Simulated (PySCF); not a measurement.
SMILES F/C1=C\CCCCCC1, C$_{8}$H$_{13}$F

Molfile (atoms numbered from 1):
```
C8H13F
     RDKit          3D

 22 22  0  0  0  0  0  0  0  0999 V2000
   -0.5646    1.0263    1.8678 F   0  0  0  0  0  0  0  0  0  0  0  0
   -0.6491    1.2367    0.5364 C   0  0  0  0  0  0  0  0  0  0  0  0
    0.4685    1.3935   -0.1747 C   0  0  0  0  0  0  0  0  0  0  0  0
    1.7800    0.8938    0.3262 C   0  0  0  0  0  0  0  0  0  0  0  0
    1.8430   -0.6045   -0.0457 C   0  0  0  0  0  0  0  0  0  0  0  0
    0.6093   -1.4372    0.3504 C   0  0  0  0  0  0  0  0  0  0  0  0
   -0.6427   -1.3812   -0.5682 C   0  0  0  0  0  0  0  0  0  0  0  0
   -1.9236   -0.7452   -0.0022 C   0  0  0  0  0  0  0  0  0  0  0  0
   -1.9499    0.8018   -0.0212 C   0  0  0  0  0  0  0  0  0  0  0  0
    0.3430    1.5370   -1.2515 H   0  0  0  0  0  0  0  0  0  0  0  0
    1.8412    1.0073    1.4190 H   0  0  0  0  0  0  0  0  0  0  0  0
    2.6394    1.4269   -0.1094 H   0  0  0  0  0  0  0  0  0  0  0  0
    2.7374   -1.0455    0.4263 H   0  0  0  0  0  0  0  0  0  0  0  0
    2.0020   -0.6999   -1.1349 H   0  0  0  0  0  0  0  0  0  0  0  0
    0.3236   -1.1819    1.3842 H   0  0  0  0  0  0  0  0  0  0  0  0
    0.9398   -2.4870    0.3968 H   0  0  0  0  0  0  0  0  0  0  0  0
   -0.3831   -0.8837   -1.5193 H   0  0  0  0  0  0  0  0  0  0  0  0
   -0.9028   -2.4144   -0.8497 H   0  0  0  0  0  0  0  0  0  0  0  0
   -2.7950   -1.1152   -0.5670 H   0  0  0  0  0  0  0  0  0  0  0  0
   -2.0665   -1.0871    1.0366 H   0  0  0  0  0  0  0  0  0  0  0  0
   -2.8114    1.1825    0.5497 H   0  0  0  0  0  0  0  0  0  0  0  0
   -2.0368    1.1618   -1.0573 H   0  0  0  0  0  0  0  0  0  0  0  0
  1  2  1  0
  2  3  2  0
  3  4  1  0
  4  5  1  0
  5  6  1  0
  6  7  1  0
  7  8  1  0
  8  9  1  0
  9  2  1  0
  3 10  1  0
  4 11  1  0
  4 12  1  0
  5 13  1  0
  5 14  1  0
  6 15  1  0
  6 16  1  0
  7 17  1  0
  7 18  1  0
  8 19  1  0
  8 20  1  0
  9 21  1  0
  9 22  1  0
M  END
```

Level of theory: TDDFT CAM-B3LYP/aug-cc-pVDZ excited states, vertical, gas phase (PySCF). Geometry: PBE0-D3(BJ)/def2-SVP.

(1) How strongly do the lowest singlets absorb one photon, and two photons of half the energy?

Answers

(1) δ for parallel linear polarisation; σ at the peak of a Lorentzian of half width 0.1 eV, single beam; Ω is circular over linear.
| state | E (eV) | f | photon λ (nm) | δ (au) | σ (GM) | Ω | main |
| --- | --- | --- | --- | --- | --- | --- | --- |
| S1 | 5.87 | 0.021 | 423 | 78.2 | 0.99 | 1.19 | HOMO→LUMO 0.64, HOMO→LUMO+2 0.18 |
| S2 | 6.34 | 0.167 | 391 | 90.8 | 1.34 | 0.38 | HOMO→LUMO+1 0.46, HOMO→LUMO+7 0.12 |
| S3 | 6.48 | 0.038 | 383 | 59.8 | 0.92 | 1.23 | HOMO→LUMO+3 0.34, HOMO→LUMO+2 0.31 |
| S4 | 6.57 | 0.032 | 377 | 33.9 | 0.54 | 0.99 | HOMO→LUMO+4 0.41, HOMO→LUMO+1 0.17 |
| S5 | 6.77 | 0.016 | 366 | 474 | 7.95 | 0.20 | HOMO→LUMO+2 0.33, HOMO→LUMO+3 0.26 |
| S6 | 7.15 | 0.005 | 347 | 179 | 3.34 | 0.84 | HOMO→LUMO+7 0.38, HOMO→LUMO+6 0.21 |

Among these, the strongest one-photon state is S2, the strongest two-photon state S5, with a dipole change of 9.8 D (relaxed, norm of the difference vector).
